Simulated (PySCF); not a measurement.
Species: C4H3F5O.
Numbering: `[F:1][C@@H:2]1[CH2:3][C@:4]1([F:5])[O:6][C:7]([F:8])([F:9])[F:10]` (hydrogens: H11 on C2; H12, H13 on C3)

Computed, not measured: PBE0-D3(BJ)/def2-SVP geometry optimisation, gas phase (PySCF 2.14.0).

Entries marked ? are missing. Bonds in one row agree within 0.01 Å.

```csv
coordinate,value
F1–C2,1.346 Å
C2–C3,1.510 Å
C3–C4,?
C4–F5,?
C4–O6,1.373 Å
O6–C7,1.361 Å
"C7–F8, C7–F9",?
C7–F10,?
C2–C4,?
C2–H11,1.095 Å
C3–H12,1.092 Å
C3–H13,1.093 Å
F1–C2–C3,117.9°
F1–C2–C4,118.4°
C3–C2–C4,59.3°
C2–C3–C4,59.6°
C3–C4–F5,118.9°
C3–C4–O6,116.4°
F5–C4–O6,113.1°
C2–C4–C3,61.1°
C2–C4–F5,?
C2–C4–O6,119.9°
C4–O6–C7,?
O6–C7–F8,?
O6–C7–F9,?
O6–C7–F10,?
F8–C7–F9,108.6°
F8–C7–F10,107.7°
```

Problem. Fill in the missing values.

Solution. 
- C3–C4 = 1.484 Å, drawn single (three-membered-ring carbon to sp3 C–F carbon); 0.04 Å below the sum of covalent radii, 1.52 Å.
- C4–F5 = 1.346 Å, drawn single (sp3 C–F carbon to alkyl fluorine); 0.02 Å above the sum of covalent radii, 1.33 Å.
- C7–F8, C7–F9 = 1.322 Å, drawn single (CF3 carbon to fluorine of a CF3 group); 0.01 Å below the sum of covalent radii, 1.33 Å.
- C7–F10 = 1.327 Å, drawn single (CF3 carbon to fluorine of a CF3 group); equal to the sum of covalent radii, 1.33 Å.
- C2–C4 = 1.488 Å, drawn single (both ends sp3 C–F carbon); 0.03 Å below the sum of covalent radii, 1.52 Å.
- C2–C4–F5 = 118.1°, at the sp3 C–F carbon; the outer atoms are 2.432 Å apart.
- C4–O6–C7 = 118.6°, at the ether oxygen; the outer atoms are 2.351 Å apart.
- O6–C7–F8 = 111.2°, at the CF3 carbon; the outer atoms are 2.217 Å apart.
- O6–C7–F9 = 107.5°, at the CF3 carbon; the outer atoms are 2.160 Å apart.
- O6–C7–F10 = 112.5°, at the CF3 carbon; the outer atoms are 2.235 Å apart.

Radii are Cordero's, carbon taken as 0.76, 0.73 or 0.69 Å for four, three, and two or fewer neighbours.

Not checked by PBE0-D3(BJ)/def2-SVP frequencies. One conformer, not necessarily the lowest (C3–C4–O6–C7 -151°).
